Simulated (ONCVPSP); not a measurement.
**Potentials for S compared**

Generated with ld1.x 7.5 (TM, RRKJ, ultrasoft, PAW), atompaw 4.2 or ONCVPSP 4.0.1. The cutoff is in Ry: for ld1.x and atompaw files where the sum of valence levels is converged to 10 mRy in a Bessel basis, for ONCV files where the hardest occupied wave has 1 mHa per electron of residual kinetic energy. The error is the largest all-electron minus pseudo excitation energy over each file’s own four to seven test configurations (ionisations up to +4, promotions, holes and added fractions of an electron), all of which were solved. The labels leave out finer settings (local radius, basis sizes, second energies), which also bear on the numbers. Spin-polarised tests are not counted. The rows are a selection from randomly drawn settings: files with unsolved tests, undetermined cutoffs or missed reference levels are left out.

```tsv
potential	cutoff (Ry)	largest error (meV)	bound ghosts
ONCV, PBE, scalar-relativistic, rc 0.85/0.65/0.95 (spd), local smoothed, core correction yes, reference 2s2 2p6 3s2 3p4, qcut 16.5/18/10.3, projectors 2/2/2	313	+9.9	none
ONCV, LDA (Perdew-Wang 92), scalar-relativistic, rc 0.70/0.85/0.90 (spd), local smoothed, core correction no, reference 2s2 2p6 3s1 3p5, qcut 22.6/15.3/12.4, projectors 2/2/2	276	-275	none
ONCV, LDA (Perdew-Wang 92), scalar-relativistic, rc 1.55/1.55/1.30 (spd), local smoothed, core correction yes, reference 3s2 3p4, qcut 3.4/5.2/8.3, projectors 2/2/1	120	+115	none
ONCV, LDA (Perdew-Wang 92), fully relativistic, rc 0.90/0.75 (sp), local smoothed, core correction yes, reference 2s2 2p6 3s2 3p4, qcut 11.4/20.7, projectors 2/2	315	+15	none
ONCV, PBE, scalar-relativistic, rc 1.15/1.55 (sp), local s, core correction no, reference 3s1.5 3p4.5, qcut 4.7/4.5, projectors 0/2	226	+213	none
ONCV, PBE, scalar-relativistic, rc 0.85/0.70 (sp), local smoothed, core correction no, reference 2s2 2p6 3s1 3p5, qcut 10.6/23, projectors 2/2	374	-419	none
```

Task: Fill in the row for S: ONCV, PBE, scalar-relativistic, rc 0.65/0.70 (sp), local smoothed, core correction yes, reference 2s2 2p6 3s2 3p3, qcut 14.6/18.6, projectors 2/2.

Result: cutoff 297 Ry, largest error -367 meV, bound ghosts: none.
